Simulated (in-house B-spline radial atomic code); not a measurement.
A run on an ion of nuclear charge 43 with 43.7 electrons that did not converge. Method: scalar-relativistic (X2C) r2SCAN0, spin-polarised, spherical fractional occupations, Fermi nucleus of rms radius 4.41117 fm; computed with an all-electron radial atomic-structure program (B-spline basis).

Command:
```bash
python run_scf.py task.json out
```
Settings (nuclear radius in fm, mass in u):
```
Z                43
configuration    [Kr] 4d5.7 5s2
hamiltonian      x2c
method           r2scan0
spin_polarised   True
nucleus          fermi
rms_radius       4.41117
atomic_mass      96.90636
speed_of_light   137.035999084
```

First and last ten iterations of the last attempt (damped for 15 steps, keeping 80 % of the old Fock matrix, then DIIS):
```
 iter        energy (Eh)    residual
    1       -4285.302960    9.47e-02
    2       -4285.275907    1.96e-02
    3       -4285.298263    1.27e-02
    4       -4285.298298    1.30e-02
    5       -4285.298588    1.24e-02
    6       -4285.299581    1.23e-02
    7       -4285.299218    1.23e-02
    8       -4285.299936    1.21e-02
    9       -4285.299784    1.23e-02
   10       -4285.300023    1.20e-02
  111       -4285.303159    1.06e-02
  112       -4285.302461    1.09e-02
  113       -4285.301873    1.12e-02
  114       -4285.304710    9.64e-03
  115       -4285.303981    9.99e-03
  116       -4285.303580    1.02e-02
  117       -4285.304258    9.88e-03
  118       -4285.303298    1.03e-02
  119       -4285.304098    9.94e-03
  120       -4285.311634    7.80e-03
 not converged after 120 iterations
```

The smallest residual met was 7.3e-03; the threshold is about 4e-07. No energy from this run should be used. The likely cause: this method binds the added charge weakly or not at all at the basis-set limit, so charge moves back and forth between the atom and the box. Cost of the run: 9 s on 1 thread of Intel(R) Xeon(R) Platinum 8375C CPU @ 2.90GHz (shared host).
